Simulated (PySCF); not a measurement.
# Y(III) with more and more NH2

Computed with PySCF 2.14.0, PBE0, def2-SVP on the ligands, density fitting, scalar-relativistic core potentials, no spin-orbit coupling, vacuum. The metal has def2-SVP with ECP28. Each complex is relaxed within the symmetry of its template. Distances are means of the shortest metal–ligand contacts, charges and spins Mulliken's; removal energies are rigid, with the ligand's formal charge and no counterpoise, so too large; for an anion taken off a cation in vacuum most of it is the attraction of opposite charges, and multiply charged cations can part far more cheaply with an electron moved from ligand to metal.

```tsv
complex	point group	M–NH2 (Å)	charge on M (e)	dipole (D)	HOMO–LUMO gap (eV)	removal of one NH2 (eV)	strongest infrared band, degenerate modes summed (cm⁻¹)	unstable modes (below −25 cm⁻¹)
[Y(NH2)2]+	nearly C2v	2.051	1.15	–	5.01	17.23	623	0
[Y(NH2)4]−	S4	2.230	0.55	–	5.00	5.30	493	0
```

(1) What does the calculation give for Y(NH2)3?

Moved off a saddle point of the template and relaxed again: [Y(NH2)2]+, Y(NH2)3, [Y(NH2)4]−. One start shape was tried for each, so a minimum needn't be the lowest isomer.

## Answers

(1) point group: nearly D3h, M–NH2 (Å): 2.152, charge on M (e): 0.83, dipole (D): 0.01, HOMO–LUMO gap (eV): 5.05, removal of one NH2 (eV): 10.75, strongest infrared band, degenerate modes summed (cm⁻¹): 533, unstable modes (below −25 cm⁻¹): 0.
```xyz
10

Y     0.0040   -0.0065   -0.0110
N     2.1460   -0.0059   -0.2219
H     2.7723   -0.8113   -0.2314
H     2.7538    0.8072   -0.3287
N    -1.0737    1.8549   -0.0111
H    -2.0800    1.9933    0.0890
H    -0.6808    2.7928   -0.0965
N    -1.0695   -1.8563    0.2244
H    -2.0788   -1.9641    0.3309
H    -0.6933   -2.8041    0.2563
```
